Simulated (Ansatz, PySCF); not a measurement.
System: CH$_{3}$AlF (charge 0, doublet). SMILES: [CH3][Al][F]
Geometry: optimised at B3LYP-D3(BJ)/def2-TZVP (Ansatz, a program for electronic structure).

Unscaled harmonic wavenumbers (cm⁻¹) in rising order, each level at the stationary point that it reaches from this structure (no distance between atoms moves by over 0.3 Å); the order of modes can differ between levels, and a negative number is imaginary. B3LYP-D3(BJ)/def2-TZVP (PySCF, at the structure above): 57, 190, 570, 574, 678, 807, 1184, 1436, 1448, 3017, 3090, 3123.

HF/3-21G (Ansatz): 44, 232, 624, 708, 805, 914, 1404, 1624, 1631, 3162, 3227, 3255. Zero-point energy 25.2 against 23.1 kcal/mol; where all levels lie over 400 cm⁻¹, the wavenumbers are on average 1.123 times those of B3LYP-D3(BJ)/def2-TZVP.

HF/6-31G* (Ansatz): 38, 213, 606, 635, 750, 890, 1366, 1592, 1599, 3174, 3240, 3265. Zero-point energy 24.8 against 23.1 kcal/mol; where all levels lie over 400 cm⁻¹, the wavenumbers are on average 1.089 times those of B3LYP-D3(BJ)/def2-TZVP.

B3LYP/6-31G* (Ansatz): 50, 197, 560, 592, 697, 845, 1222, 1473, 1484, 3035, 3113, 3141. Zero-point energy 23.5 against 23.1 kcal/mol; where all levels lie over 400 cm⁻¹, the wavenumbers are on average 1.019 times those of B3LYP-D3(BJ)/def2-TZVP.
